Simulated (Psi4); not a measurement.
CH$_{4}$Al (SMILES [CH3][AlH]), doublet, at a GFN2-xTB geometry (such geometries of metal compounds can be far from the true shape) (the spin is typed, not shown lowest).

Psi4 was given this input:
```
memory 2 GB

molecule mol {
0 2
  Al   -0.259385   -0.752144   -0.120187
  C     0.484462    1.072272    0.270955
  H     0.304380    1.375605    1.309859
  H     0.056694    1.857486   -0.362958
  H     1.571076    1.104601    0.120620
  H    -1.466912   -0.993453   -1.130813
}

set basis pcseg-1
set reference uhf

energy('lccd')
print_variables()
```

**Question.** Predict the SCF-reference <S^2> from LCCD/pcseg-1 run with Psi4 1.11.

**Answer.** 0.753

**Question.** Predict the nuclear repulsion energy from LCCD/pcseg-1.

**Answer.** 43.7426 Eh

**Question.** What total energy does LCCD/pcseg-1 give?

**Answer.** -282.274503 Ha

**Question.** Estimate the number of basis functions that LCCD/pcseg-1 returns for this input.

**Answer.** 52

**Question.** What is the computed MP2 correlation energy (LCCD/pcseg-1)?

**Answer.** -0.2042 Eh

These values belong to the state on which the SCF converged, which isn't shown to be the lowest.
